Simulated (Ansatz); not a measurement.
`C[SiH](F)[SiH2]N` + `N=C(F)S` → `N=C(F)S[SiH2]N` + `C[SiH2]F`  (cleavage of the Si–Si bond)

Program: Ansatz. Geometries: PBE0-D4/def2-TZVP. ΔE: electronic, gas phase. CCSD(T)/CBS adds triple-zeta CCSD(T) − MP2 to the extrapolated MP2 energy (def2 sets, frozen cores). DFT in def2-TZVPP. B3LYP here is the variant with VWN-RPA as its local correlation; programs differ in this. HSE06 is defined as in plane-wave codes. Each species was taken in one conformer, which may not be the lowest.

Problem. Is it downhill or uphill in electronic energy at CCSD(T)/CBS, and by how much? (Best estimate.)

Solution. Computed: Downhill: ΔE = -86.2 kJ/mol.

Problem. What do these levels give: r2SCAN-D4, B3LYP-D4, ωB97X-V, r2SCANh, HSE06, BHLYP? (An estimate is asked.)

Solution. The calculation gave: r2SCAN-D4 -83.2, B3LYP-D4 -81.9, ωB97X-V -83.4, r2SCANh -84.2, HSE06 -77.1, BHLYP -87.7 kJ/mol.

Problem. What do rigid-rotor, harmonic-oscillator terms from PBE0-D4/def2-TZVP frequencies (298.15 K, 1 bar) make of the CCSD(T)/CBS value? (Estimate.)

Solution. Ansatz gave: ΔZPE = +1.1 kJ/mol, ΔH = -85.9 kJ/mol, ΔS = -8 J/(mol·K), ΔG = -83.4 kJ/mol. Modes under 50 cm⁻¹ make the entropy rough.

Largest T1 diagnostic among the species: 0.014.

Leaving LDA and LC-ωPBE aside and taking each functional with its dispersion term where it has one, the values, not all of them listed here, spread over 17.4 kJ/mol, from ωB97M-V to PBE-D4. LDA lies −3.0 kJ/mol from PBE without D4. From PBE to PBE0 (25 % exact exchange), in def2-TZVPP and without D4, ΔE moves by −4.5 kJ/mol.
